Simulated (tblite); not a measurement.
Species: C₆H₁₀N₂.
Z-matrix (Å and degrees, GFN2-xTB geometry), rows numbered from 1:
```
C 
C   1  1.5306
C   2  1.4881  1  111.35
N   3  1.3541  2  122.51  1    94.72
N   4  1.3309  3  112.71  2  -178.86
C   5  1.3179  4  105.42  3     0.21
C   3  1.3834  2  131.45  1   -83.48
C   7  1.4893  3  127.98  2    -0.78
H   1  1.0870  2  110.26  3    59.77
H   1  1.0875  2  110.39  3   179.76
H   1  1.0878  2  110.54  3   -59.97
H   2  1.0921  1  109.21  3  -120.59
H   2  1.0928  1  109.56  3   121.21
H   4  1.0075  3  127.29  2     1.75
H   6  1.0719  5  120.37  4  -179.84
H   8  1.0878  7  110.38  3  -150.46
H   8  1.0886  7  110.59  3   -29.86
H   8  1.0911  7  110.63  3    89.97
```

All values are computed: GFN2-xTB (tblite) harmonic vibrations without scaling, gas phase. This tight-binding method is rough: wavenumbers can miss measured ones by several per cent, in bad cases by 10 to 20. One conformer, not necessarily the lowest.

Harmonic wavenumbers (cm⁻¹): 36.8, 68.7, 144.0, 186.3, 248.3, 260.5, 377.4, 392.5, 556.0, 620.9, 645.9, 666.5, 735.5, 814.6, 845.4, 918.3, 1001.1, 1013.7, 1041.9, 1051.9, 1080.4, 1112.4, 1160.1, 1191.2, 1226.9, 1271.9, 1322.0, 1380.3, 1405.2, 1409.4, 1433.6, 1472.7, 1484.5, 1485.2, 1495.5, 1498.7, 1506.6, 1607.0, 2966.7, 2978.8, 2986.0, 3021.6, 3034.4, 3034.7, 3036.2, 3047.8, 3171.1, 3456.3.

A = 3035, B = 1883, C = 1281 MHz; mass 110.084 u (most abundant isotopes); point group C1, symmetry number 1.

Task: Zero-point energy?

Result: ½Σν̃ = 33452 cm⁻¹ = 400.17 kJ/mol.

Task: Give the ideal-gas entropy at 298.15 K and 1 bar in the rigid-rotor, harmonic-oscillator model (classical rotation).

Result: Translation 167.49, rotation 117.89, vibration 97.52: S = 382.9 J/(mol K).

Task: And Cp and H(298.15 K) − H(0)?

Result: Cp = 135.55 J/(mol K), of which vibrations give 102.29 (their classical limit is 48 R = 399.1); H(298.15 K) − H(0) = 24.92 kJ/mol without the zero-point energy, 15.00 from vibrations.

Task: How do the functions run with temperature in this model?

Result: 
| T (K) | S (J/(mol K)) | Cp (J/(mol K)) | H − H(0) (kJ/mol) | G − H(0) (kJ/mol) | ln q(vib) |
| --- | --- | --- | --- | --- | --- |
| 100 | 279.8 | 68.2 | 5.06 | -22.93 | 1.62 |
| 200 | 336.6 | 99.5 | 13.43 | -53.90 | 3.69 |
| 300 | 383.7 | 136.3 | 25.17 | -89.95 | 5.71 |
| 500 | 471.2 | 209.9 | 60.04 | -175.55 | 9.84 |
| 800 | 587.6 | 284.7 | 135.22 | -334.85 | 16.07 |
| 1000 | 654.8 | 317.2 | 195.58 | -459.22 | 20.07 |

q(vib) and H(0) count from the zero-point level.

Task: Which modes carry the vibrational entropy at 298.15 K?

Result: 36.8 cm⁻¹: 22.70; 68.7 cm⁻¹: 17.53; 144.0 cm⁻¹: 11.51; 186.3 cm⁻¹: 9.47; 248.3 cm⁻¹: 7.29; 260.5 cm⁻¹: 6.94 J/(mol K); the other 42 give 22.08 together.

Hindered rotation and anharmonicity are outside this model. Other conformers, if any are populated, would add a mixing term that is left out. The structure is chiral; the term R ln 2 for an equal mix with its mirror image is left out.

The run took 0.86 s wall on one thread, Intel Xeon at 2.70 GHz (x86_64) (shared host). The figure is for the frequency step alone.
